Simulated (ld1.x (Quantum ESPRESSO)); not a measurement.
# tin (Sn), TM: configuration errors across variants

```json
{
 "Element": "tin (Sn)",
 "Generator": "ld1.x (Quantum ESPRESSO) 7.5",
 "Type": "norm-conserving Troullier–Martins (Kleinman–Bylander form)",
 "Functional": "PBE",
 "Relativity": "scalar-relativistic",
 "Frozen core": "[Kr]",
 "Valence charge": "14",
 "Reference configuration": "4d10 5s1.5 5p2.5",
 "Partial waves": "5s (bound): rc 1.70 bohr; 5p (bound): rc 1.85 bohr; 4d (bound): rc 1.70 bohr",
 "Local potential": "all-electron potential smoothed inside 1.50 bohr (lloc = -1)",
 "Core correction": "Bessel-smoothed model core, default radius (core density twice the valence density)"
}
```

All-electron excitation energies from the reference (eV): (1) 4d10 5s2 5p2 -3.459; (2) 4d10 5s2 5p1 3.416; (3) 4d10 5s2 5p0 17.368; (4) 4d10 5s1 5p2 11.065; (5) 4d9 5s2 5p2 29.233; (6) 4d10 5s1 5p0 48.340; (7) 4d10 5s1 5p3 3.519.

The default core radius of the base comes out at 0.65 bohr.

Tests that are not counted but printed errors over 1 eV. “all radii but the core radius scaled by about 1.26 (s 2.14, p 2.34, d 2.14 bohr); local potential all-electron potential smoothed inside 1.90 bohr (lloc = -1)”: 4d10 5s2 5p2 (solver errors, printed error -1797 eV); 4d9 5s2 5p2 (solver errors, printed error -1633 eV); 5 more.

2 further variants failed, have other tests or too few solved ones, and are left out.

A true bound ghost makes a file unfit for plane-wave use even where its test errors are small: the radial tests pick states by their node count and pass the ghost by. Where a test does run into it, the solver fails or the error is huge.

Errors AE − PS in meV (a dash: test not solved or not reliable):

| change | (1) | (2) | (3) | (4) | (5) | (6) | (7) | bound ghosts |
| --- | --- | --- | --- | --- | --- | --- | --- | --- |
| base | +1.0 | +1.4 | -6.5 | +22 | +606 | -22 | +0.9 | s |
| local potential all-electron potential smoothed inside 2.16 bohr (lloc = -1) | +0.4 | -0.8 | -1.3 | +3.5 | -26 | -3.5 | -0.2 | none |
| all radii but the core radius scaled by about 1.26 (s 2.14, p 2.34, d 2.14 bohr); local potential all-electron potential smoothed inside 1.90 bohr (lloc = -1) | – | – | – | – | – | – | – | s |
| local potential the s channel | +0.1 | -1.4 | -4.7 | -0.4 | -238 | -17 | -0.6 | none |
| wave 4d (bound): rc 1.70 bohr becomes 4d (bound): rc 1.02 bohr | +1.0 | +1.4 | -6.6 | +22 | +595 | -23 | +0.9 | s |
| wave 5s (bound): rc 1.70 bohr becomes 5s (bound): rc 1.32 bohr | -3.9 | -9.1 | -28 | +21 | +589 | -35 | -3.1 | s |

**Question.** Give the same row for: core correction Bessel-smoothed model core inside 1.96 bohr.

**Answer.** +1.2, +1.5, -6.1, +23, +621, -15, +1.1; bound ghosts: s.
